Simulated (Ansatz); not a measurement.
`C=C[CH2][Al]([Cl])[Cl]` + H₂Se → `[Cl][Al]([Cl])[SeH]` + `C=CC` at 400 K and 1 bar (ligand exchange at the Al–C bond).

Computed with Ansatz on PBE0-D4/def2-TZVP structures; ΔE is electronic, products minus reactants. CBS: MP2 limit from def2 TZ/QZ plus the TZ coupled-cluster correction, frozen cores. For Se outer-core shells are correlated without core-valence functions, which leaves a few kJ/mol of doubt a bond. Scalar relativity is left out up to krypton. Each species was taken in one conformer, which may not be the lowest.

```
                 species  CCSD(T)/CBS energy (Eh)  H − E (kJ/mol)  S (J/(mol·K))
`C=C[CH2][Al]([Cl])[Cl]`              -1278.87133           229.5          419.8
                    H₂Se              -2401.89790            49.4          229.5
   `[Cl][Al]([Cl])[SeH]`              -3563.06769            58.7          378.1
                  `C=CC`               -117.74610           229.7          285.2
```

H − E and S are ideal-gas, rigid-rotor, harmonic terms from PBE0-D4/def2-TZVP, for one conformer and one mirror image of each species. 1 Eh = 2625.50 kJ/mol, R = 8.31446 J/(mol·K).

Question: By hand: ΔE, ΔH, ΔS and ΔG.

Answer: ΔE = (-3563.06769) + (-117.74610) − (-1278.87133) − (-2401.89790) = -0.04456 Eh = -117.0 kJ/mol. Δ(H − E) = 58.7 + 229.7 − 229.5 − 49.4 = 9.5, so ΔH = -107.5 kJ/mol. ΔS = 378.1 + 285.2 − 419.8 − 229.5 = 14.0 J/(mol·K). ΔG = -107.5 − 400 × (14.0)/1000 = -113.1 kJ/mol.

Question: By hand: the equilibrium constant, and the temperature at which ΔG would vanish if ΔH and ΔS stayed fixed.

Answer: log₁₀ K = −ΔG/(RT ln 10) = 14.8. ΔH and −TΔS have one sign here, so there is no such temperature.

The number of gas molecules stays the same, so ΔS is small and ΔH decides. A doubt of 5 kJ/mol in ΔE shifts log₁₀ K by 0.7 here. Other conformers and mirror images would add mixing entropy, several J/(mol·K) or more a flexible species. These are equilibria of isolated gas molecules and say nothing of rates. Largest T1 diagnostic: 0.010 (customary marks: 0.02 for closed shells, 0.045 for open ones).
